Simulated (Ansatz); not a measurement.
`CC[Si]C` + CH₃OH → `CC[Si]OC` + CH₄ at 700 K and 1 bar (ligand exchange at the Si–C bond).

Computed with Ansatz on PBE0-D4/def2-TZVP structures; ΔE is electronic, products minus reactants. CCSD(T)/CBS adds triple-zeta CCSD(T) − MP2 to the extrapolated MP2 energy (def2 sets, frozen cores). This one scheme is used for every species. One conformer a species, not always the lowest.

```json
{"species": "`CC[Si]C`", "CCSD(T)/CBS energy (Eh)": "-408.00123", "H − E (kJ/mol)": "339.5", "S (J/(mol·K))": "451.2"}
{"species": "CH₃OH", "CCSD(T)/CBS energy (Eh)": "-115.61712", "H − E (kJ/mol)": "170.8", "S (J/(mol·K))": "288.5"}
{"species": "`CC[Si]OC`", "CCSD(T)/CBS energy (Eh)": "-483.21274", "H − E (kJ/mol)": "365.8", "S (J/(mol·K))": "481.9"}
{"species": "CH₄", "CCSD(T)/CBS energy (Eh)": "-40.46206", "H − E (kJ/mol)": "145.9", "S (J/(mol·K))": "224.0"}
```

H − E and S are ideal-gas, rigid-rotor, harmonic terms from PBE0-D4/def2-TZVP, for one conformer and one mirror image of each species. 1 Eh = 2625.50 kJ/mol, R = 8.31446 J/(mol·K).

By hand: ΔE, ΔH, ΔS and ΔG.

ΔE = (-483.21274) + (-40.46206) − (-408.00123) − (-115.61712) = -0.05645 Eh = -148.2 kJ/mol. Δ(H − E) = 365.8 + 145.9 − 339.5 − 170.8 = 1.4, so ΔH = -146.8 kJ/mol. ΔS = 481.9 + 224.0 − 451.2 − 288.5 = -33.8 J/(mol·K). ΔG = -146.8 − 700 × (-33.8)/1000 = -123.1 kJ/mol.

By hand: the equilibrium constant, and the temperature at which ΔG would vanish if ΔH and ΔS stayed fixed.

log₁₀ K = −ΔG/(RT ln 10) = 9.2. ΔG = 0 at ΔH/ΔS = 4343 K, far beyond where these terms or the molecules hold.

ΔH outweighs TΔS. A doubt of 5 kJ/mol in ΔE shifts log₁₀ K by 0.4 here. Other conformers and mirror images would add mixing entropy, several J/(mol·K) or more a flexible species. These are equilibria of isolated gas molecules and say nothing of rates. Largest T1 diagnostic: 0.013 (customary marks: 0.02 for closed shells, 0.045 for open ones).
